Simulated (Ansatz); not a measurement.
Input file for Ansatz (a quantum-chemistry and plane-wave program): R-CCSD(T)/def2-QZVPP on BO-, 2S+1 = 1, a spin state set in the input, which need not be the lowest, a point of a bond scan (R = 1.237 Å). Charge -1. Files ending in .json are basis or fitting sets from the Basis Set Exchange.

Ansatz 0.2 input:
```yaml
crystal:
  periodic: [false, false, false]
  atoms:
    - {symbol: B, position_ang: [0.00000000, 0.00000000, 0.00000000]}
    - {symbol: O, position_ang: [0.00000000, 0.00000000, 1.23735800]}
basis:
  gaussian:
    orbitals: def2-QZVPP.json
    pivot_positions_ang: [[0.00000000, 0.00000000, 0.00000000], [0.00000000, 0.00000000, 1.23735800]]
total_charge: -1
magnetization: {spin_polarized: false}
correlation: {method: ccsd_t, electrons: valence}
output: {orbitals: {seedname: ./end}}
```

**Question.** Give the final energy of this run.

**Answer.** -99.9877 hartree (reference determinant -99.6152, T1 diagnostic 0.019).

**Question.** How many basis functions does it have, and what does it roughly cost on one machine?

**Answer.** 114 functions; roughly 6 core-seconds.
